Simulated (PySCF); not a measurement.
A structure optimised at B3LYP-D3(BJ)/def2-SVP, used in a PySCF frequency run:

```
C
C 1 1.3426
H 2 1.0952 1 122.46
H 2 1.0953 3 116.43 1 180.00
H 1 1.0961 2 119.04 3 0.00
B 1 1.5488 5 119.21 2 180.00
F 6 1.3252 1 121.74 5 0.00
F 6 1.3266 7 116.59 1 180.00
```
Charge 0, spin multiplicity 1.

Question: Write its SMILES, formula and point group.

Answer: C=CB(F)F, C₂H₃BF₂, Cs

Question: What are its rotational constants (standard atomic weights)?

Answer: 9.5902, 3.8111, 2.7273 GHz
